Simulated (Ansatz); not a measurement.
The molecule NaLi, closed-shell singlet (the spin of the measured ground state).

The constants come from a fifth-degree fit in 1/R (seven points, main isotopes). In def2 and cc sets the state is the lowest found near the PBE0 minimum, followed along R. The singlet is held restricted.

Correlated levels freeze the inner cores; with def2 sets outer-core shells near the valence are correlated too.

The values were computed with Ansatz (a quantum-chemistry and plane-wave program). Each number belongs to the level named beside it.

Q: What bond length and harmonic frequency does PBE/def2-TZVPP give, and what D_e (from each atom's lowest state at the same level)?

A: r_e = 2.927 Å, ω_e = 246 cm⁻¹, D_e = 0.80 eV.

Q: What bond length and harmonic frequency does wB97M-V/def2-TZVPP give, and what D_e (from each atom's lowest state at the same level)?

A: r_e = 2.801 Å, ω_e = 282 cm⁻¹, D_e = 0.90 eV.

Q: What bond length and harmonic frequency does CCSD(T)/def2-QZVPP give, and what D_e (from each atom's lowest state at the same level)?

A: r_e = 2.889 Å, ω_e = 253 cm⁻¹, D_e = 0.91 eV.

Measured for the ground state: r_e 2.889 Å [NIST CCCBDB]. ω_e 256.54 cm-1, ω_e x_e 1.6227 cm-1, B_e 0.37586 cm-1, α_e 0.0031465 cm-1 [Irikura, J. Phys. Chem. Ref. Data 36, 389 (2007)]. dipole 0.47 D [compilation of Liu, Meijer and Pérez-Ríos].

Doubts at one or more of the structures used: a restricted determinant that unrestricted orbitals would lower (CCSD(T)/def2-QZVPP).
